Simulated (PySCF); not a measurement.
## Ga+ (gallium, charge +1) across methods

[Ar] 3d10 4s1 4d1, high-spin 3D determinant (an excited configuration). All numbers are calculated (PySCF 2.14, the spin-free X2C one-electron Hamiltonian (Gaussian nucleus), in x2c-QZVPPall with one added diffuse shell each of s, p, d, f type (12s8p6d5f1g, 110 functions)).

| method | E (hartree) | mean ε 3d β (eV) | mean ε 4s α (eV) | mean ε 4d α (eV) | Σ⟨r²⟩ (bohr²) | ⟨S²⟩ |
| --- | --- | --- | --- | --- | --- | --- |
| PBE0 | -1942.912 | -36.154 | -21.572 | -5.448 | 44.02 | 2.000 |
| UHF | -1941.56409 | -45.621 | -23.897 | -6.153 | 46.55 | 2.000 |
| r2SCANh | -1943.117 | -34.540 | -21.157 | -5.168 | 43.61 | 2.001 |
| LDA | -1940.014 | -33.064 | -20.987 | -4.987 | 43.39 | 2.001 |
| PBE | -1942.899 | -32.685 | -20.610 | -5.105 | 43.43 | 2.001 |
| r2SCAN | -1943.133 | -33.200 | -20.770 | -5.037 | 43.39 | 2.001 |
| LC-wPBE | -1942.921 | -38.324 | -24.461 | -6.538 | 44.53 | 2.000 |

The outer electron is Rydberg-like, and this basis confines it to a smaller radius and binds it less than a complete one would.
